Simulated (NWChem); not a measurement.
System: C$_{2}$H$_{6}$OSi; SMILES C([SiH2]O)=C

Here is an NWChem input.

```
start job
memory heap 200 mb stack 900 mb global 1100 mb
geometry units angstroms noautoz
  Si    -0.528030     0.695077    -0.037071
  O      1.036995     1.277221    -0.049967
  C     -0.530040    -1.171855     0.034920
  C      0.595321    -1.889222    -0.063972
  H     -1.158398     1.188986    -1.293306
  H     -1.300370     1.229559     1.131349
  H      1.525362     1.202477     0.774699
  H     -1.481440    -1.706406     0.163540
  H      1.568071    -1.402095    -0.199064
  H      0.600941    -2.984286    -0.021401
end
basis spherical
  * library def2-svp
end
dft
  xc xpbe96 cpbe96
  iterations 150
  mulliken
end
task dft energy
```

Output (shortened):

```
             Northwest Computational Chemistry Package (NWChem) 7.3.0
             --------------------------------------------------------

 C1  symmetry detected

                             Geometry "geometry" -> ""
                             -------------------------

 Output coordinates in angstroms (scale by  1.889725989 to convert to a.u.)

  No.       Tag          Charge          X              Y              Z
 ---- ---------------- ---------- -------------- -------------- --------------
    1 Si                  14.0000    -0.57533530     0.70036308    -0.02801804
    2 O                    8.0000     0.97159660     1.32913537    -0.03090246
    3 C                    6.0000    -0.52189471    -1.16573988     0.04564106
    4 C                    6.0000     0.62509688    -1.84913016    -0.04502563
    5 H                    1.0000    -1.21171669     1.17428125    -1.28891319
    6 H                    1.0000    -1.37121894     1.21227761     1.13469350
    7 H                    1.0000     1.45640098     1.26963665     0.79709972
    8 H                    1.0000    -1.45769892    -1.72847119     0.16833498
    9 H                    1.0000     1.58370563    -1.33316628    -0.17400491
   10 H                    1.0000     0.66323633    -2.94350390    -0.00143043

 Effective nuclear repulsion energy (a.u.)     159.3223691431

  pbe96 is a nonlocal functional; adding pw91lda local functional.

                                 NWChem DFT Module
                                 -----------------

 Summary of "ao basis" -> "ao basis" (spherical)
 ------------------------------------------------------------------------------
       Tag                 Description            Shells   Functions and Types
 ---------------- ------------------------------  ------  ---------------------
 Si                         def2-svp                 8       18   4s3p1d
 O                          def2-svp                 6       14   3s2p1d
 C                          def2-svp                 6       14   3s2p1d
 H                          def2-svp                 3        5   2s1p

            General Information
            -------------------
          SCF calculation type: DFT
          Wavefunction type:  closed shell.
          No. of atoms     :    10
          No. of electrons :    40
           Alpha electrons :    20
            Beta electrons :    20
          Charge           :     0
          Spin multiplicity:     1
          Use of symmetry is: off; symmetry adaption is: off
          Maximum number of iterations: 150
          AO basis - number of functions:    90
                     number of shells:    44
          Convergence on energy requested:  1.00D-06
          Convergence on density requested:  1.00D-05
          Convergence on gradient requested:  5.00D-04

              XC Information
              --------------
          PerdewBurkeErnzerhof Exchange Functional  1.000
            Perdew 1991 LDA Correlation Functional  1.000 local
           PerdewBurkeErnz. Correlation Functional  1.000 non-local

             Grid Information
             ----------------
          Grid used for XC integration:  medium
          Radial quadrature: Mura-Knowles
          Angular quadrature: Lebedev.
          Tag              B.-S. Rad. Rad. Pts. Rad. Cut. Ang. Pts.
          ---              ---------- --------- --------- ---------
          Si                  1.10       88          11.0       590
          O                   0.60       49          11.0       434
          C                   0.70       49          10.0       434
          H                   0.35       45          12.0       434
          Grid pruning is: on
          Number of quadrature shells:   505
          Spatial weights used:  Erf1

      Superposition of Atomic Density Guess
      -------------------------------------

 Sum of atomic energies:        -441.67499331

      Non-variational initial energy
      ------------------------------

 Total energy =    -443.511763
 1-e energy   =    -923.343030
 2-e energy   =     320.508898
 HOMO         =      -0.333592
 LUMO         =      -0.015326

     ---------------------------------------------
      Total Density - Mulliken Population Analysis
     ---------------------------------------------

    Atom       Charge   Shell Charges
 -----------   ------   -------------------------------------------------------
    1 Si  14    13.13   2.00  1.99  0.95  0.22  5.93  1.02  0.78  0.23
    2 O    8     8.78   1.99  1.10  0.64  3.09  1.95  0.00
    3 C    6     6.42   1.99  0.99  0.32  2.00  1.09  0.03
    4 C    6     6.14   1.99  0.96  0.28  1.93  0.95  0.03
    5 H    1     1.10   0.70  0.38  0.01
    6 H    1     1.10   0.70  0.39  0.01
    7 H    1     0.65   0.52  0.07  0.06
    8 H    1     0.88   0.66  0.20  0.02
    9 H    1     0.90   0.67  0.21  0.02
   10 H    1     0.90   0.67  0.20  0.02

   convergence    iter        energy       DeltaE   RMS-Dens  Diis-err
 ---------------- ----- ----------------- --------- --------- ---------
 d= 0,ls=0.0,diis     1   -443.9268619220 -6.03D+02  1.70D-02  6.09D-01
 d= 0,ls=0.0,diis     2   -443.8209017302  1.06D-01  1.20D-02  1.69D+00
 d= 0,ls=0.0,diis     3   -443.9860326871 -1.65D-01  2.32D-03  7.06D-02
 d= 0,ls=0.0,diis     4   -443.9916702857 -5.64D-03  1.05D-03  1.06D-02
 d= 0,ls=0.0,diis     5   -443.9926058167 -9.36D-04  4.96D-04  3.55D-03
  Resetting Diis
 d= 0,ls=0.0,diis     6   -443.9930899390 -4.84D-04  1.30D-04  1.67D-04
 d= 0,ls=0.0,diis     7   -443.9931147600 -2.48D-05  6.11D-05  8.11D-06
 d= 0,ls=0.0,diis     8   -443.9931131548  1.61D-06  3.81D-05  1.90D-05
 d= 0,ls=0.0,diis     9   -443.9931158831 -2.73D-06  6.71D-06  5.06D-07
 d= 0,ls=0.0,diis    10   -443.9931159423 -5.93D-08  1.92D-06  6.36D-08

         Total DFT energy =     -443.993115942323
      One electron energy =     -927.262575970572
           Coulomb energy =      366.160017066086
    Exchange-Corr. energy =      -42.212926180919
 Nuclear repulsion energy =      159.322369143082

 Numeric. integr. density =       39.999998177987

                       DFT Final Molecular Orbital Analysis
                       ------------------------------------

 Vector   18  Occ=2.000000D+00  E=-2.787887D-01
              MO Center=  8.7D-02,  5.4D-01, -1.7D-02, r^2= 3.6D+00
   Bfn.  Coefficient  Atom+Function         Bfn.  Coefficient  Atom+Function
  ----- ------------  ---------------      ----- ------------  ---------------
    24      0.324782   2 O  pz               22     -0.261233   2 O  px
    27      0.219809   2 O  pz               25     -0.192891   2 O  px
    66     -0.186780   6 H  s                61      0.181923   5 H  s
    62      0.150114   5 H  s                10     -0.146947   1 Si pz
    67     -0.147246   6 H  s                21     -0.145640   2 O  s

 Vector   19  Occ=2.000000D+00  E=-2.529915D-01
              MO Center=  1.4D-01,  1.7D-01, -5.3D-02, r^2= 3.5D+00
   Bfn.  Coefficient  Atom+Function         Bfn.  Coefficient  Atom+Function
  ----- ------------  ---------------      ----- ------------  ---------------
    23      0.398956   2 O  py               26      0.301672   2 O  py
    37      0.278845   3 C  py               35      0.236015   3 C  s
     9     -0.151142   1 Si py               38     -0.147561   3 C  pz
    40      0.137410   3 C  py               76     -0.137371   8 H  s
    82     -0.137692   9 H  s                61     -0.132685   5 H  s

 Vector   20  Occ=2.000000D+00  E=-2.456291D-01
              MO Center= -1.1D-01, -7.8D-01,  8.2D-02, r^2= 3.4D+00
   Bfn.  Coefficient  Atom+Function         Bfn.  Coefficient  Atom+Function
  ----- ------------  ---------------      ----- ------------  ---------------
    52      0.359879   4 C  pz               38      0.335168   3 C  pz
    55      0.239796   4 C  pz               41      0.211513   3 C  pz
    66     -0.196917   6 H  s                67     -0.175064   6 H  s
    23      0.148010   2 O  py               61      0.132508   5 H  s
    62      0.118369   5 H  s                26      0.110584   2 O  py

 Vector   21  Occ=0.000000D+00  E=-4.753848D-02
              MO Center=  5.8D-03, -1.3D+00, -1.9D-03, r^2= 2.7D+00
   Bfn.  Coefficient  Atom+Function         Bfn.  Coefficient  Atom+Function
  ----- ------------  ---------------      ----- ------------  ---------------
    55      0.567116   4 C  pz               41     -0.507739   3 C  pz
    52      0.442265   4 C  pz               38     -0.381452   3 C  pz
    62     -0.264254   5 H  s                13     -0.223445   1 Si pz
    67      0.167845   6 H  s                11     -0.133500   1 Si px
    61     -0.103336   5 H  s                15      0.100813   1 Si d -1

 Vector   22  Occ=0.000000D+00  E=-6.909338D-04
              MO Center=  2.0D-01,  6.8D-01,  3.1D-01, r^2= 4.5D+00
   Bfn.  Coefficient  Atom+Function         Bfn.  Coefficient  Atom+Function
  ----- ------------  ---------------      ----- ------------  ---------------
    21     -0.780042   2 O  s                11      0.772902   1 Si px
    72      0.589280   7 H  s                49     -0.523328   4 C  s
    35      0.290418   3 C  s                12      0.260221   1 Si py
    82      0.237404   9 H  s                67      0.233865   6 H  s
    87      0.234915  10 H  s                 8      0.202370   1 Si px

 Vector   23  Occ=0.000000D+00  E= 5.649643D-02
              MO Center= -9.7D-01, -1.3D-01,  4.6D-02, r^2= 5.7D+00
   Bfn.  Coefficient  Atom+Function         Bfn.  Coefficient  Atom+Function
  ----- ------------  ---------------      ----- ------------  ---------------
    35      1.657016   3 C  s                12      1.236935   1 Si py
    77     -1.030355   8 H  s                87     -0.454418  10 H  s
    67     -0.433294   6 H  s                62     -0.427006   5 H  s
     4     -0.390440   1 Si s                 3      0.358222   1 Si s
    39     -0.333730   3 C  px               40      0.234355   3 C  py

     ---------------------------------------------
      Total Density - Mulliken Population Analysis
     ---------------------------------------------

    Atom       Charge   Shell Charges
 -----------   ------   -------------------------------------------------------
    1 Si  14    13.48   2.00  1.98  1.04  0.14  5.92  1.28  0.80  0.31
    2 O    8     8.36   1.99  1.08  0.64  2.88  1.76  0.01
    3 C    6     6.23   1.99  0.93  0.30  2.07  0.93  0.02
    4 C    6     6.04   1.98  0.91  0.24  2.05  0.83  0.03
    5 H    1     1.08   0.74  0.33  0.01
    6 H    1     1.10   0.74  0.35  0.01
    7 H    1     0.82   0.68  0.06  0.07
    8 H    1     0.96   0.74  0.20  0.02
    9 H    1     0.97   0.74  0.21  0.02
   10 H    1     0.96   0.74  0.20  0.02

     -------------------------------------------
      Total Density - Lowdin Population Analysis
     -------------------------------------------

    Atom       Charge   Shell Charges
 -----------   ------   -------------------------------------------------------
    1 Si  14    13.50   2.00  1.93  0.64  0.32  5.81  1.30  1.02  0.48
    2 O    8     8.20   1.97  0.88  0.60  2.71  2.03  0.01
    3 C    6     6.22   1.97  0.64  0.35  1.88  1.33  0.06
    4 C    6     6.04   1.97  0.61  0.32  1.84  1.23  0.07
    5 H    1     1.09   0.65  0.42  0.02
    6 H    1     1.11   0.65  0.44  0.02
    7 H    1     0.92   0.56  0.18  0.19
    8 H    1     0.97   0.63  0.27  0.07
    9 H    1     0.98   0.63  0.28  0.07
   10 H    1     0.97   0.63  0.27  0.07

     Multipole analysis of the density
     ---------------------------------

     L   x y z        total         alpha         beta         nuclear
     -   - - -        -----         -----         ----         -------
     0   0 0 0     -0.000000    -20.000000    -20.000000     40.000000

     1   1 0 0      0.139688      0.069844      0.069844     -0.000000
     1   0 1 0     -0.335911     -0.167955     -0.167955     -0.000000
     1   0 0 1      0.490668      0.245334      0.245334     -0.000000

     2   2 0 0    -22.804660    -59.089189    -59.089189     95.373719
     2   1 1 0      0.276815      2.593836      2.593836     -4.910858
     2   1 0 1      1.742373      0.302377      0.302377      1.137619
     2   0 2 0    -24.315947   -132.786753   -132.786753    241.257558
     2   0 1 1      1.242724     -0.086205     -0.086205      1.415134
     2   0 0 2    -24.751515    -18.957413    -18.957413     13.163312
```

Level: PBE/def2-SVP. Coordinates come from a PBE0/def2-SVP optimisation.
